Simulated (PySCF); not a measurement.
Stretching AuO

Set-up: basis Au def2-TZVPP with ECP60, O def2-TZVPP; scalar-relativistic core potentials; PySCF 2.14. Energies in eV from Au (5d10 6s1) + O in their ground configurations at the same level. State: ²Π (doublet), unpaired electrons π ↑.

All columns are TPSS. A positive dipole means Au(−)O(+).

| R (Å) | E (eV) | μ (D) | Mulliken charge on Au (basis-dependent) | HOMO (eV) | LUMO (eV) | Mayer bond order | ⟨S²⟩ |
| --- | --- | --- | --- | --- | --- | --- | --- |
| 1.624 | -1.407 | -2.56 | 0.38 | -5.85 | -5.19 | 1.70 | 0.75 |
| 1.699 | -2.042 | -2.79 | 0.36 | -5.95 | -5.21 | 1.62 | 0.75 |
| 1.775 | -2.364 | -2.96 | 0.35 | -6.03 | -5.20 | 1.53 | 0.75 |
| 1.831 | -2.466 | -3.07 | 0.34 | -6.08 | -5.17 | 1.47 | 0.76 |
| 1.888 | -2.482 | -3.15 | 0.33 | -6.12 | -5.13 | 1.40 | 0.76 |
| 1.945 | -2.439 | -3.22 | 0.33 | -6.14 | -5.08 | 1.33 | 0.76 |
| 2.020 | -2.318 | -3.29 | 0.33 | -6.17 | -5.01 | 1.25 | 0.76 |
| 2.115 | -2.106 | -3.36 | 0.32 | -6.18 | -4.90 | 1.15 | 0.78 |
| 2.228 | -1.813 | -3.42 | 0.32 | -6.19 | -5.02 | 1.05 | 0.80 |
| 2.379 | -1.419 | -3.40 | 0.30 | -6.19 | -5.22 | 0.93 | 0.89 |

A fit through these points gives, at Re = 1.873 Å, μ = -3.13 D and dμ/dR = -1.39 D/Å; the reduced mass is 14.79 u.

Question: How strong is the fundamental in the double-harmonic approximation, I = 42.26·(dμ/dR)²/μred km/mol?

Answer: I = 42.26·(-1.39)²/14.79 = 5.52 km/mol at TPSS.

⟨S²⟩ of the unrestricted solution departs from its pure value on part of the curve, where spin states mix. These are scalar-relativistic numbers at best; spin–orbit coupling would shift them, the dissociation energy most. With d or f electrons several states lie close, and the lowest PBE0 determinant need not be the measured ground state.
